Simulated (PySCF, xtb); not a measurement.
C8H4N2OS2, SMILES s1c(cc2sccc12)-c1nnco1.

GFN2-xTB in xtb at its own geometry gives an orbital gap of 2.59 eV and a dipole moment of 4.10 D.

Geometry: PBE0-D3(BJ)/def2-SVP. This is a generated structure with no PubChem entry under its InChIKey; it may be hypothetical. The values are those of a single conformer.

**Question.** What does HF/def2-SVP (PySCF) give? (Estimate from the structure and the level; the computed values follow.)

**Answer.** gap 9.64 eV (levels -8.27 and 1.37 eV), dipole 3.98 D.
